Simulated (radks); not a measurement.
Isoelectronic series with 18 electrons, each ion in its NIST ground configuration. All-electron calculation, non-relativistic Kohn-Sham, r2SCAN, spin-polarised, spherical densities, point nucleus; meta-GGA in the generalised Kohn-Sham scheme. Program: a radial shooting solver on a logarithmic mesh with Libxc functionals. Total energies (hartree) and orbital eigenvalues (eV):

ion    configuration  E (hartree)         3p         3s         2p
Ar              [Ar]   -527.51772   -10.7272   -25.1730  -233.1181
K+              [Ar]   -599.73128   -25.4795   -42.4969  -289.8221
Ca2+            [Ar]   -676.88079   -43.7602   -63.3757  -353.9910
Sc3+            [Ar]   -758.95295   -65.3841   -87.6090  -425.3906
Ti4+            [Ar]   -845.93944   -90.2536  -115.0934  -503.8940
V5+             [Ar]   -937.83463  -118.3095  -145.7669  -589.4232
Cr6+            [Ar]  -1034.63450  -149.5131  -179.5893  -681.9265
Mn7+            [Ar]  -1136.33610  -183.8373  -216.5330  -781.3676
Fe8+            [Ar]  -1242.93720  -221.2628  -256.5781  -887.7201
Co9+            [Ar]  -1354.43606  -261.7752  -299.7099  -1000.964
Ni10+           [Ar]  -1470.83132  -305.3634  -345.9174  -1121.085
Cu11+           [Ar]  -1592.12189  -352.0190  -395.1919  -1248.071
Zn12+           [Ar]  -1718.30689  -401.7353  -447.5267  -1381.913
Ga13+           [Ar]  -1849.38558  -454.5068  -502.9162  -1522.602
